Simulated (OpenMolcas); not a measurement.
Fe2+: effect of the IPEA shift

* Program: OpenMolcas
* Basis: ANO-RCC-VTZP [6s5p3d2f1g]
* Scalar Hamiltonian: DKH2, point nucleus
* Active space: 6 electrons in 6 orbitals (3d 4s)
* State averaging: 2S+1 = 7 even, 1 root; 2S+1 = 5 even, 30 roots; 2S+1 = 3 even, 121 roots (98 in the spin-orbit step); 2S+1 = 1 even, 89 roots kept (CI in the orbitals of an earlier block, 69 in the spin-orbit step)
* Spin-orbit coupling: RASSI with atomic mean-field integrals over the reference wave functions, term energies averaged over their components

Methods on the same reference wave functions:
A. CASSCF
B. MS-CASPT2, IPEA 0 Eh, imaginary shift 0.1 Eh (closed shells correlated: 3s 3p)
C. MS-CASPT2, IPEA 0.25 Eh, imaginary shift 0.1 Eh (closed shells correlated: 3s 3p)

Energies in cm-1 above 3d6 5D4, the measured ground level; measured values from Corliss and Sugar, J. Phys. Chem. Ref. Data 11, 135 (1982).

| Level | A | B | C | Measured |
| --- | --- | --- | --- | --- |
| 3d6 5D4 | 0.0 | 0.0 | 0.0 | 0.0 |
| 3d6 5D3 | 480 | 480 | 479 | 436 |
| 3d6 5D2 | 816 | 814 | 814 | 739 |
| 3d6 5D1 | 1031 | 1028 | 1028 | 932 |
| 3d6 5D0 | 1136 | 1133 | 1134 | 1027 |
| 3d5 4s 7S3 | 9167 | 28790 | 29140 | 30089 |
| 3d6 3H6 | 17389 | 19630 | 20100 | 20051 |
| 3d6 3H5 | 17634 | 19860 | 20330 | 20301 |
| 3d6 3H4 | 17819 | 20020 | 20490 | 20482 |
| 3d6 3P2(1) | 19624 | 18370 | 19090 | 19405 |
| 3d6 3F4(1) | 20820 | 20690 | 21370 | 21462 |
| 3d6 3P1(1) | 20991 | 19740 | 20460 | 20688 |
| 3d6 3F3(1) | 21071 | 20910 | 21600 | 21700 |
| 3d6 3F2(1) | 21259 | 21070 | 21770 | 21857 |
| 3d6 3P0(1) | 21575 | 20320 | 21030 | 21208 |
| 3d5 4s 5S2 | 22630 | 36040 | 36870 |  |
| 3d6 3G5 | 23575 | 24020 | 24510 | 24559 |
| 3d6 3G4 | 24003 | 24420 | 24920 | 24941 |
| 3d6 3G3 | 24205 | 24610 | 25110 | 25142 |
| 3d6 1I6 | 29259 | 30450 | 30740 | 30356 |
| 3d6 1G4(1) | 31206 | 30920 | 31270 | 30886 |
| 3d6 3D1 | 32314 | 29930 | 30600 |  |
| 3d6 3D2 | 32350 | 29950 | 30610 |  |
| 3d6 3D3 | 32475 | 30090 | 30750 | 30858 |

Deviations, from unrounded energies. A percentage is the sum of absolute deviations over the sum of measured energies, with the sign that they share, or ± where signs differ.

| Against measurement | Levels | A | B | C |
| --- | --- | --- | --- | --- |
| mean absolute deviation (cm-1) | 20 | 1900 | 530 | 170 |
| fine structure of the ground term (%) | 4 | +10.5 | +10.2 | +10.2 |
| other terms of the ground configuration (%) | 15 | ±4.7 | ±2.6 | ±0.6 |
| other configurations (%) | 1 | -69.5 | -4.3 | -3.2 |

C lies closest to measurement on these levels and A furthest from it. The largest miss of C in the table is 3d5 4s 7S3, by -950 cm-1. The ranking rests on the paired levels alone, and a cruder setting can come out closer through cancelling errors.

Between B and C the level of the table that moves most is 3d5 4s 5S2, by 840 cm-1 (lowest in B, highest in C). Moves below CASPT2's spread within the term are not significant.

The mean deviations of B to C differ by less than CASPT2's widest spread within a term (1900 cm-1), so their order carries little weight.

From A to B the spin-free energies of the other terms of 3d6 shown, above 5D, scale by factors of 0.93 to 1.13.

The lowest spin-free term lies below A's lowest term by 0.497 hartree in B, 0.487 hartree in C.

CASPT2 does not keep the components of a term degenerate, so their means are used; among the terms shown or strongly mixed into the levels shown the widest spread is 1900 cm-1 (3d6 1I, C). Some high roots are left out of the spin-orbit mixing, which shifts the levels that they would mix with. Terms from blocks run as CI alone lack orbitals of their own. A single d shell beside an s shell can misplace configurations of different d count against each other. Without dynamic correlation excited terms often stand tens of per cent too high (terms of higher spin than the ground term too low), and those without a measured partner can miss by more than the paired ones (holds for A). Blocks of more than 70 roots (2S+1 = 3 even) ran without multistate coupling (holds for B; C). Some levels mix across a computed gap that differs much from the measured one, so their mixing is not that of the real levels (holds for B). The CASPT2 spread within a term exceeds the gap to the next term for 3d6 3D and 3d6 1I, 3d6 1I and 3d6 1G(1), so the order of their levels is uncertain (holds for B; C). Measured partners are found by configuration, term and J. A level has none where our copy of the source lacks it or the pairing is in doubt (some pairs that miss far off the trend of their configuration count as doubtful), and it then counts in no deviation. Levels of configurations outside the active space are missing. Levels that lie high or do not pair safely by name in every column are left out.

A number in round brackets counts repeated terms of one configuration in the order of the reference energies.
